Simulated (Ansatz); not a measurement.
Consider the atomization: `B[CH2][GeH2][F]` → B• + C• + F• + Ge• + 6 H•.

Program: Ansatz. Geometries: PBE0-D4/def2-TZVP. ΔE: electronic, gas phase. CBS: MP2 limit from def2 TZ/QZ plus the TZ coupled-cluster correction, frozen cores. This one scheme is used for every species, atoms too. Functionals use def2-TZVPP. B3LYP here is the variant with VWN-RPA as its local correlation; programs differ in this. No spin–orbit coupling; open shells (•) take unrestricted orbitals. Spin–orbit coupling would lower the free atoms: a little for B, C, F; clearly for Ge. Bonds to Ge are less sure, by a few kJ/mol each and by 10 to 20 or more in all where they break to atoms, as the def2 sets lack core-valence functions. Scalar relativity is left out up to krypton. Each species was taken in one conformer, which may not be the lowest.

`B[CH2][GeH2][F]`:

Z-matrix (Å, degrees):
```
C
Ge 1 1.964
B 1 1.533 2 108.5
H 1 1.093 2 102.9 3 -122.5
H 1 1.093 2 102.8 3 122.4
F 2 1.744 1 104.3 3 -179.9
H 2 1.535 1 113.4 3 -65.3
H 2 1.535 1 113.5 3 65.5
H 3 1.198 1 120.6 2 87.8
H 3 1.198 1 120.7 2 -88.3
```

CCSD(T)/CBS gives +3408.4 kJ/mol.

(1) Another level gave +3420.6 kJ/mol. Which?
A. CCSD(T)/def2-TZVPP
B. B3LYP/def2-TZVPP
C. ωB97X-V/def2-TZVPP
D. PBE0/def2-TZVPP

Largest T1 diagnostic among the species: 0.014.

Results:

(1) C. ωB97X-V 3420.6, PBE0 3379.6, B3LYP 3374.0, CCSD(T)/def2-TZVPP 3344.0 kJ/mol.

The D4 term adds +26.5 kJ/mol with B3LYP and +13.8 kJ/mol with PBE0; it sums over pairs of atoms, weighted by their polarisabilities, and B3LYP, whose exchange is more repulsive, gets the larger term. In def2-TZVPP, CCSD(T) changes the Hartree–Fock value by +745.7 kJ/mol (the triples alone add +37.8 kJ/mol) and MP2 by +780.7 kJ/mol; breaking electron pairs costs correlation energy, which Hartree–Fock lacks. From PBE to PBE0 (25 % exact exchange), in def2-TZVPP and without D4, ΔE moves by −32.3 kJ/mol: exact exchange takes away binding that semilocal exchange gives to molecules.

For atomizations the MP2-based limit and the directly extrapolated one differ by several kJ/mol either way, and by 10 to 25 for some Ge, Se and Sn compounds, so smaller differences from it don't rank the levels.
